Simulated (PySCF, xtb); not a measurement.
C4H9NSi, SMILES [C@@H]1(C([SiH2]N1)=C)C.

Harmonic wavenumbers (cm⁻¹) from xtb 6.7.1 with GFN2-xTB at its own minimum, in rising order: 80, 183, 199, 272, 327, 374, 402, 482, 541, 591, 622, 672, 712, 811, 860, 902, 905, 945, 1029, 1090, 1097, 1140, 1201, 1287, 1312, 1394, 1420, 1489, 1494, 1744, 2195, 2248, 2857, 3016, 3032, 3037, 3051, 3096, 3481.

Q: What does PBE0-D3(BJ)/def2-SVP (PySCF 2.14.0) give at its own minimum? (Estimate from the structure and the level; the computed values follow.)

A: 74, 203, 246, 278, 340, 385, 436, 556, 611, 635, 680, 728, 809, 825, 882, 933, 950, 1012, 1027, 1110, 1116, 1153, 1230, 1340, 1356, 1385, 1420, 1456, 1461, 1764, 2185, 2202, 2985, 3048, 3137, 3143, 3159, 3236, 3704. Paired by order, the mean absolute difference is 48 cm⁻¹ and the zero-point energies are 73.7 and 76.1 kcal/mol.
